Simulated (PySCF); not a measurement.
Isomers of C5H6OS, mass 114.014 u with the commonest isotopes. The calculation used PBE0/pcSseg-1 in PySCF (dipole) on a GFN2-xTB geometry, gas phase. One conformer each, none proved a minimum here; rigid rotors.

Question: Order these by dipole moment, smallest first.
A. `[CH:1]#[C:2][CH2:3][C:4](=[S:5])[O:6][CH3:7]` with C2–C3–C4–S5 -95°, C3–C4–O6–C7 -177°
B. `[O:1]=[CH:2][C:3]1=[CH:4][CH2:5][CH2:6][S:7]1` with O1–C2–C3–C4 2°, C3–C4–C5–C6 13°, C4–C5–C6–S7 -17°, C5–C6–S7–C3 15°, C2–C3–S7–C6 173°
C. `[CH3:1][S:2][c:3]1[cH:4][cH:5][o:6][cH:7]1` with C1–S2–C3–C4 180°
D. `[CH3:1][O:2][c:3]1[cH:4][cH:5][s:6][cH:7]1` with C1–O2–C3–C4 179°
E. `[SH:1][CH2:2][c:3]1[cH:4][cH:5][cH:6][o:7]1` with H–S1–C2–C3 -59°, S1–C2–C3–C4 -87°

Answer: C (0.93 D), D (1.15 D), E (1.52 D), A (2.15 D), B (3.59 D).

Question: Order these by radius of gyration √(Σ m r²/M), largest first.
A. `[CH:1]#[C:2][CH2:3][C:4](=[S:5])[O:6][CH3:7]` with C2–C3–C4–S5 -95°, C3–C4–O6–C7 -177°
B. `[CH3:1][O:2][c:3]1[cH:4][cH:5][cH:6][s:7]1` with C1–O2–C3–C4 179°
C. `[CH3:1][S:2][c:3]1[cH:4][cH:5][o:6][cH:7]1` with C1–S2–C3–C4 180°
D. `[CH3:1][S:2][c:3]1[cH:4][cH:5][cH:6][o:7]1` with C1–S2–C3–C4 180°
E. `[O:1]=[CH:2][C:3]1=[CH:4][CH2:5][CH2:6][S:7]1` with O1–C2–C3–C4 2°, C3–C4–C5–C6 13°, C4–C5–C6–S7 -17°, C5–C6–S7–C3 15°, C2–C3–S7–C6 173°

Answer: A (1.975 Å), C (1.918 Å), E (1.893 Å), D (1.863 Å), B (1.783 Å).

Question: Order these by out-of-plane moment Σ m c² = (Ia + Ib − Ic)/2, largest first.
A. `[CH3:1][O:2][c:3]1[cH:4][cH:5][s:6][cH:7]1` with C1–O2–C3–C4 179°
B. `[SH:1][CH2:2][c:3]1[cH:4][cH:5][cH:6][o:7]1` with H–S1–C2–C3 -59°, S1–C2–C3–C4 -87°
C. `[O:1]=[CH:2][C:3]1=[CH:4][CH2:5][CH2:6][S:7]1` with O1–C2–C3–C4 2°, C3–C4–C5–C6 13°, C4–C5–C6–S7 -17°, C5–C6–S7–C3 15°, C2–C3–S7–C6 173°
D. `[CH:1]#[C:2][CH2:3][C:4](=[S:5])[O:6][CH3:7]` with C2–C3–C4–S5 -95°, C3–C4–O6–C7 -177°

Answer: D (36.98 u·Å²), B (28.84 u·Å²), C (3.92 u·Å²), A (1.61 u·Å²).

| SMILES | point group | Ia (u·Å²) | Ib (u·Å²) | Ic (u·Å²) | κ | μa (D) | μb (D) | μc (D) |
| --- | --- | --- | --- | --- | --- | --- | --- | --- |
| O=CC1=CCCS1 | C1 | 113.75 | 298.73 | 404.63 | -0.72 | 3.46 | 0.96 | 0.02 |
| COc1ccsc1 | Cs | 87.92 | 323.60 | 408.30 | -0.86 | 0.90 | 0.72 | 0.02 |
| CSc1ccco1 | Cs | 87.73 | 309.81 | 394.32 | -0.84 | 0.07 | 1.12 | 0.01 |
| CSc1ccoc1 | Cs | 85.79 | 335.31 | 417.87 | -0.87 | 0.37 | 0.86 | 0.00 |
| COc1cccs1 | – | 103.24 | 260.99 | 361.03 | -0.69 | 0.78 | 0.81 | 0.03 |
| C#CCC(=S)OC | C1 | 154.07 | 327.74 | 407.86 | -0.70 | 0.24 | 2.10 | 0.40 |
| SCc1ccco1 | C1 | 85.49 | 390.82 | 418.63 | -0.96 | 1.43 | 0.15 | 0.50 |
